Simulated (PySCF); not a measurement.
Fill in the blanks.

Compound: C₉H₈.
Geometry (GFN2-xTB, Å), atoms numbered from 1 in this order:
```
atom  x, y, z in Å
C1     3.626   -0.122   -0.610
C2     2.522   -0.250   -0.150
C3     1.251   -0.413    0.416
C4     0.122    0.069   -0.155
C5     0.230    0.765   -1.386
C6     0.350    1.348   -2.429
C7    -1.211   -0.086    0.430
C8    -2.287    0.417   -0.174
C9    -1.322   -0.828    1.729
H10    4.585   -0.006   -1.018
H11    1.222   -0.954    1.352
H12    0.450    1.860   -3.340
H13   -2.218    0.952   -1.106
H14   -3.271    0.309    0.250
H15   -0.958   -1.850    1.623
H16   -0.739   -0.335    2.507
H17   -2.360   -0.866    2.051
```

| property | level | value |
| --- | --- | --- |
| point group of the GFN2-xTB geometry | GFN2-xTB | Cs |
| rotational constants A, B, C of the GFN2-xTB geometry | GFN2-xTB | ? |
| dipole moment | CAM-B3LYP/def2-SVPD | ? |
| HOMO energy | CAM-B3LYP/def2-SVPD | -7.66 eV |
| LUMO energy | CAM-B3LYP/def2-SVPD | ? |
| lowest singlet excitation | TDDFT CAM-B3LYP/def2-SVPD | ? |
| lowest triplet excitation (Tamm–Dancoff) | TDA CAM-B3LYP/def2-SVPD | 2.49 eV |
| static isotropic polarisability | CAM-B3LYP/def2-SVPD | 113.3 au |
| electronic spatial extent ⟨r²⟩ about the centre of nuclear charge | CAM-B3LYP/def2-SVPD | ? |
| 13C chemical shifts (computed TMS as zero) by class | GIAO PBE0/pcSseg-1 | 147.0 (C7), 142.7 (C4), 128.8 (C8), 121.3 (C3), 100.7 (C1), 97.4 (C6), 87.2 (C2), 84.6 (C5), 21.6 (C9) ppm |
| 1H chemical shifts (computed TMS as zero) by class | GIAO PBE0/pcSseg-1 | ? |

The electronic properties come from PySCF, for the isolated species, density fitting.

What is the electronic spatial extent ⟨r²⟩ about the centre of nuclear charge?

1348 bohr².

What is the LUMO energy?

-0.86 eV.

Give the dipole moment.

0.62 D.

The 1H chemical shifts (computed TMS as zero) by class?

6.25 (H13), 6.02 (H11), 5.64 (H14), 3.45 (H10), 3.21 (H12), 1.97 (H15/H16/H17) ppm.

What is the lowest singlet excitation?

4.53 eV (274 nm, f = 0.540).

What are the rotational constants A, B, C of the GFN2-xTB geometry?

2.622, 1.222, 0.838 GHz.

The largest Löwdin shares of the LUMO are 0.20 on C3, 0.17 on C4, 0.13 on C8 and 0.11 on C1. The rotational constants make it an asymmetric top with κ = (2B − A − C)/(A − C) = -0.57, nearer the prolate limit (−1). In wavenumbers S1 is 36500 cm⁻¹ (1 eV = 8065.54 cm⁻¹). The largest Löwdin shares of the HOMO are 0.17 on C3, 0.16 on C1, 0.14 on C4 and 0.13 on C8.

One conformer stands for the species.
